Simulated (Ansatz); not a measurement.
CH6BSbSe, one more setting.

```yaml
crystal:
  periodic: [false, false, false]
  atoms:
    - {symbol: Se, position_ang: [1.860066, -0.079793, 0.776389]}
    - {symbol: C, position_ang: [-0.051911, 0.093122, 1.324774]}
    - {symbol: B, position_ang: [-0.146623, -0.316692, -0.165817]}
    - {symbol: Sb, position_ang: [-0.412857, 1.302158, -1.721908]}
    - {symbol: H, position_ang: [1.978949, -1.488732, 1.174849]}
    - {symbol: H, position_ang: [-0.188609, 1.123675, 1.643177]}
    - {symbol: H, position_ang: [-0.254933, -0.612685, 2.125637]}
    - {symbol: H, position_ang: [-0.263811, -1.471295, -0.447193]}
    - {symbol: H, position_ang: [-2.116332, 1.159161, -1.653194]}
    - {symbol: H, position_ang: [-0.320639, 0.239883, -3.053912]}
basis:
  gaussian: {orbitals: def2-TZVPD}
hamiltonian: {xc: {name: BLYP}, dispersion: d3bjatm}
accuracy: high
output: {forces: true}
```

```sh
$ ansatz run in.yaml --threads 4 --pin off --events-out ev --progress --plain --max-ram 10444MiB
```

Shortened log:

```
Functional definition: BLYP
4135 factors; integrals over basis functions are off by at most 4.5e-9 eV
mean field evaluation 1: about -73678.9932 eV, gradient 8.4e1 eV
mean field evaluation 2: about -73559.7136 eV, gradient 1.8e2 eV
mean field evaluation 4: about -73695.6791 eV, gradient 2.1e1 eV
mean field evaluation 8: about -73696.7452 eV, gradient 1.4e-1 eV
mean field evaluation 16: about -73696.7427 eV, gradient 2.2e-4 eV
mean field -73696.74269643 eV, -2708.3053406476 hartree, gradient 3.3e-8 eV, S^2 0.000000; 0 other end points of the search recorded, 0 dependent functions left out
reference -73696.74276176 eV, -2708.3053430484 hartree; 37, 37 occupied and 204, 204 virtual orbitals, 4135 factors
Total energy: -73697.36348774 eV, -2708.3281543073 hartree
Atom 0 at     1.860066    -0.079793     0.776389 Å, force     0.877634     0.290418    -0.093283 eV/Å
Atom 1 at    -0.051911     0.093122     1.324774 Å, force    -0.458103     0.008444     0.103232 eV/Å
Atom 2 at    -0.146623    -0.316692    -0.165817 Å, force    -0.277549    -0.304766    -0.054121 eV/Å
Atom 3 at    -0.412857     1.302158    -1.721908 Å, force     0.227721     0.483025    -0.032517 eV/Å
Atom 4 at     1.978949    -1.488732     1.174849 Å, force     0.041223    -0.317192     0.096301 eV/Å
Atom 5 at    -0.188609     1.123675     1.643177 Å, force    -0.042427     0.145444     0.067846 eV/Å
Atom 6 at    -0.254933    -0.612685     2.125637 Å, force    -0.065372    -0.078451     0.139992 eV/Å
Atom 7 at    -0.263811    -1.471295    -0.447193 Å, force    -0.014945     0.001927    -0.007436 eV/Å
Atom 8 at    -2.116332     1.159161    -1.653194 Å, force    -0.291692    -0.036033     0.005974 eV/Å
Atom 9 at    -0.320639     0.239883    -3.053912 Å, force     0.003510    -0.192817    -0.225985 eV/Å
Dipole moment:     0.299574    -0.170424     0.554569 e Å
```

Run time 11 s (4 threads of a server CPU on a shared host); peak host memory 1.6 GiB.
